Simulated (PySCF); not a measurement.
Computed shifts of a molecule C3H6OSi, PBE/pcSseg-1 (PySCF), GIAO, gas phase, equivalent atoms averaged, in ppm (number of nuclei): ¹³C: 103.4 (1), 85.1 (1), 61.0 (1). ²⁹Si: -69.2 (1). ¹H: 4.74 (1), 4.51 (1), 4.37 (1), 4.14 (1), 2.49 (1), 0.31 (1). References: ¹³C against TMS (σ = 182.0 ppm); ²⁹Si against TMS (σ = 335.4 ppm); ¹⁷O against H2O (σ = 334.3 ppm); ¹H against TMS (σ = 31.49 ppm), references at their B3LYP-D3(BJ)/def2-TZVP geometries, non-relativistic. The structure is a stationary point at TPSSh-D3(BJ)/def2-SVP. The values are those of a single conformer.

### Question
Which structure fits?
A) C#C[SiH2]CO
B) CC1=CO[SiH2]1
C) C#CCO[SiH3]
D) C=C1CO[SiH2]1

### Answer
A, C#C[SiH2]CO
